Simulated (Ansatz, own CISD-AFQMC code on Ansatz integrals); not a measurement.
C3H4Si, SMILES `C#CC=[SiH2]` (charge 0, multiplicity 1).

Cartesian coordinates (Å):
```xyz
8

C     -1.9673     1.1065     0.2326
C     -0.9862     0.4202     0.3867
C      0.1553    -0.3762     0.5618
Si     1.4141    -0.5841    -0.5914
H     -2.8309     1.7092     0.0996
H      0.2445    -0.9027     1.5081
H      2.5658    -1.4488    -0.2920
H      1.4046     0.0759    -1.9053
```
Charge 0, multiplicity 1.

Frozen-core correlation energies in cc-pVDZ at a geometry from B3LYP-D3(BJ)/def2-TZVP, on an HF energy of -404.74118 Ha (<S^2> = 0.00, restricted and unstable towards unrestricted orbitals). Wave-function levels are from Ansatz, the walk from an own CISD-AFQMC code on Ansatz integrals (time step 0.005/Ha, trial state from CCSD amplitudes, largest double 0.13).

| level | correlation energy (mHa) |
|---|---|
| MP2 | -482.5 |
| CCSD | -518.9 |
| CCSD(T) | -541.9 |

What correlation energy does phaseless AFQMC give, and where does it lie among these levels?

-544.5 ± 0.4 mHa (one standard error). AFQMC minus each level: MP2 -62.0 mHa, CCSD -25.5 mHa, CCSD(T) -2.5 mHa.
